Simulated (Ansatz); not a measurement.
Computed with Ansatz on PBE0-D4/def2-TZVP structures; ΔE is electronic, products minus reactants. CCSD(T)/CBS is the MP2 limit (def2-TZVPP, def2-QZVPP) plus CCSD(T) − MP2 in def2-TZVPP, frozen cores. This one scheme is used for every species. DFT in def2-TZVPP. B3LYP here is the variant with VWN-RPA as its local correlation; programs differ in this. HSE06 is defined as in plane-wave codes. For Zn outer-core shells are correlated without core-valence functions, which leaves a few kJ/mol of doubt a bond. Scalar relativity is left out up to krypton.

Consider the formal exchange of groups at a C–C bond: `C#CCCl` + `[ZnH2]` → `Cl[CH2][ZnH]` + `C#C`.

| level | ΔE (kJ/mol) |
| --- | --- |
| PBE-D4 | -4.7 |
| r2SCAN-D4 | -7.9 |
| PBE0-D4 | -4.1 |
| HSE06-D4 | -4.3 |
| BLYP | -8.6 |
| B3LYP | -7.2 |
| CCSD/def2-TZVPP | -11.5 |
| CCSD(T)/def2-TZVPP | -12.2 |

What does CCSD(T)/CBS give? (Estimate.)

Ansatz gave: -17.6 kJ/mol. The listed levels differ from it by 12.9, 9.7, 13.5, 13.3, 9.0, 10.4, 6.1, 5.4 kJ/mol.

Largest T1 diagnostic among the species: 0.016.

Leaving LDA and LC-ωPBE aside and taking each functional with its dispersion term where it has one, the values, not all of them listed here, spread over 13.9 kJ/mol, from B2PLYP to B97M-V. LDA lies +7.4 kJ/mol from PBE without D4. In def2-TZVPP, CCSD(T) changes the Hartree–Fock value by −9.3 kJ/mol (the triples alone add −0.7 kJ/mol) and MP2 by −9.7 kJ/mol. At CCSD(T), def2-SVP lies +13.1 kJ/mol from the extrapolated value and def2-TZVPP +5.4 kJ/mol.
